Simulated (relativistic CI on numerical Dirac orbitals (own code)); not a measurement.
# Calculated levels, Hg26+

Calculated at this level of theory: Dirac-Coulomb-Breit CI, orbitals from a KLI potential per configuration, a model potential for QED, unscaled Slater integrals (own radial code, finite nucleus).

CI space (outside the closed core [Ar] 3d10): 4s2.4p6.4d10.4f8, 4s2.4p6.4d10.4f7.5s, 4s2.4p6.4d9.4f9, 4s2.4p6.4d10.4f6.5s2, 4s2.4p6.4d10.4f7.5p, 4s2.4p5.4d10.4f9, 4s2.4p6.4d10.4f7.6s, 4s.4p6.4d10.4f9, 4s2.4p6.4d10.4f7.7s, 4p6.4d10.4f10, 4s.4p6.4d10.4f7.5s2, 4s.4p6.4d10.4f8.5s. Levels of other configurations are missing.

The lowest level is 4s2.4p6.4d10.4f8 7F_6, with 72 % of that term; Hund's rules for 4s2.4p6.4d10.4f8 give 7F with J = 6, in agreement.

```
No.     Configuration  Term   J  E (cm⁻¹)   %  Next component (%)  Lifetime (s)  jj configuration (%)
  1  4s2.4p6.4d10.4f8    7F   6       0.0  72               22 5G                4f5/2^5 4f7/2^3 (39)
  2  4s2.4p6.4d10.4f8    7F   4   15869.0  46               29 5D      7.72e+03          4f7/2^2 (41)
  3  4s2.4p6.4d10.4f8    7F   5   18560.2  81               12 5G      3.69e-03  4f5/2^5 4f7/2^3 (49)
  4  4s2.4p6.4d10.4f8    7F   3   28572.9  68               19 5D      6.11e-03  4f5/2^5 4f7/2^3 (53)
  5  4s2.4p6.4d10.4f8    7F   2   30154.8  59               23 5D      2.28e+00  4f5/2^4 4f7/2^4 (37)
  6  4s2.4p6.4d10.4f8    7F   1   36510.2  70               23 5D      2.69e-02  4f5/2^5 4f7/2^3 (44)
  7  4s2.4p6.4d10.4f8    7F   0   37429.4  68               24 5D      5.18e+00  4f5/2^4 4f7/2^4 (47)
  8  4s2.4p6.4d10.4f8    3H   6   54259.3  21               14 7F      6.05e-04          4f7/2^2 (57)
  9  4s2.4p6.4d10.4f8    7F   4   56263.4  45               30 5D      4.63e-04  4f5/2^4 4f7/2^4 (45)
 10  4s2.4p6.4d10.4f8    5L  10   66743.1  66               26 3M                4f5/2^5 4f7/2^3 (71)
 11  4s2.4p6.4d10.4f8    5D   4   69513.4  23               21 5G      6.70e-04  4f5/2^5 4f7/2^3 (49)
 12  4s2.4p6.4d10.4f8    5H   7   72119.4  26               21 5L      3.73e-03  4f5/2^5 4f7/2^3 (87)
 13  4s2.4p6.4d10.4f8    5H   5   74724.2  31               25 5G      6.53e-04  4f5/2^5 4f7/2^3 (66)
 14  4s2.4p6.4d10.4f8    3P   2   76438.5  40               29 7F      3.39e-04          4f7/2^2 (36)
 15  4s2.4p6.4d10.4f8    5L   8   78347.5  40               21 3K      1.68e-01  4f5/2^5 4f7/2^3 (68)
 16  4s2.4p6.4d10.4f8    5L   9   78961.6  65               16 5K      1.84e-02  4f5/2^5 4f7/2^3 (47)
 17  4s2.4p6.4d10.4f8    5G   3   79935.8  43               20 5H      8.68e-04  4f5/2^5 4f7/2^3 (64)
 18  4s2.4p6.4d10.4f8    5L   6   82256.3  35               21 3K      7.18e-04  4f5/2^4 4f7/2^4 (47)
 19  4s2.4p6.4d10.4f8    5G   2   86325.8  67               23 3F      1.52e-03  4f5/2^5 4f7/2^3 (49)
 20  4s2.4p6.4d10.4f8    5I   6   91565.4  25               24 3H      9.97e-04  4f5/2^5 4f7/2^3 (55)
 21  4s2.4p6.4d10.4f8    5F   5   92116.6  33               24 5G      4.55e-04  4f5/2^5 4f7/2^3 (79)
 22  4s2.4p6.4d10.4f8    5L   7   92709.9  38               31 5H      2.65e-03  4f5/2^4 4f7/2^4 (73)
 23  4s2.4p6.4d10.4f8    3P   0   94869.8  37               35 1S      3.00e-04  4f5/2^5 4f7/2^3 (39)
 24  4s2.4p6.4d10.4f8    5D   3   95850.5  47               17 5F      3.53e-04  4f5/2^3 4f7/2^5 (42)
 25  4s2.4p6.4d10.4f8    3H   5   97476.4  23               21 3G      6.03e-04  4f5/2^5 4f7/2^3 (61)
 26  4s2.4p6.4d10.4f8    5F   4   98193.3  37               20 5G      1.46e-03  4f5/2^4 4f7/2^4 (51)
 27  4s2.4p6.4d10.4f8    3I   7  100166.9  28               25 5I      3.43e-03  4f5/2^5 4f7/2^3 (48)
 28  4s2.4p6.4d10.4f8    5I   8  101633.0  46               38 5L      2.56e-03  4f5/2^4 4f7/2^4 (71)
 29  4s2.4p6.4d10.4f8    5I   4  106022.2  41               26 5G      6.70e-04  4f5/2^4 4f7/2^4 (59)
 30  4s2.4p6.4d10.4f8    5D   2  107370.3  30               29 5P      1.37e-03  4f5/2^5 4f7/2^3 (56)
 31  4s2.4p6.4d10.4f8    5F   1  108026.0  34               23 3D      2.72e-04  4f5/2^5 4f7/2^3 (42)
 32  4s2.4p6.4d10.4f8    3O  10  108950.9  31               23 1N      9.83e-04  4f5/2^4 4f7/2^4 (70)
 33  4s2.4p6.4d10.4f8    5H   4  109406.5  39               20 3H      1.53e-03  4f5/2^4 4f7/2^4 (45)
 34  4s2.4p6.4d10.4f8    5K   9  110024.9  49               21 5L      1.33e-03  4f5/2^4 4f7/2^4 (52)
 35  4s2.4p6.4d10.4f8    5D   3  110756.8  51               17 5F      3.61e-04  4f5/2^3 4f7/2^5 (39)
 36  4s2.4p6.4d10.4f8    5G   6  111058.3  47               30 5H      1.70e-03  4f5/2^4 4f7/2^4 (53)
 37  4s2.4p6.4d10.4f8    5F   2  112576.9  33               17 3P      9.53e-04  4f5/2^4 4f7/2^4 (51)
 38  4s2.4p6.4d10.4f8    5K   8  113179.9  51               26 3K      3.57e-03  4f5/2^5 4f7/2^3 (50)
 39  4s2.4p6.4d10.4f8    5I   5  113584.7  28               21 5K      4.94e-04  4f5/2^4 4f7/2^4 (72)
 40  4s2.4p6.4d10.4f8    5H   6  113714.0  36               16 3I      1.62e-03  4f5/2^4 4f7/2^4 (54)
 41  4s2.4p6.4d10.4f8    5H   3  114137.6  56               25 5G      9.44e-04  4f5/2^4 4f7/2^4 (62)
 42  4s2.4p6.4d10.4f8    5G   5  116854.6  26               24 3G      1.66e-03  4f5/2^4 4f7/2^4 (44)
 43  4s2.4p6.4d10.4f8    5D   3  117649.1  27               26 3D      4.57e-04  4f5/2^5 4f7/2^3 (45)
 44  4s2.4p6.4d10.4f8    5F   1  120290.3  38               26 5D      2.36e-04  4f5/2^3 4f7/2^5 (44)
 45  4s2.4p6.4d10.4f8    5D   4  121427.2  24               18 3F      3.78e-04  4f5/2^4 4f7/2^4 (56)
```

Energies count from the lowest computed level; lifetimes are radiative, by E1, M1, E2, M2 decay to levels of this space only; some are left blank where a channel outside the calculation adds to the decay or the decay crosses a small, uncertain gap. Filled j subshells are mostly left out of the jj labels.

The mean weight of the leading LS term, summed over parents, in these 45 levels is 43 %, and that of the leading jj configuration (from the same eigenvectors) 54 %, so jj coupling describes them better and the LS labels are nominal.

At this charge energies of transitions that change n are usually good to better than 1 %, and those within a shell (Δn = 0) to a few per cent. Terms inside the open d or f shell come out 10 to 20 % too wide with unscaled integrals.

LS names give the leading component of a level, which can be under half, so a name can repeat, a term be missing and a line seem to break the LS rules.
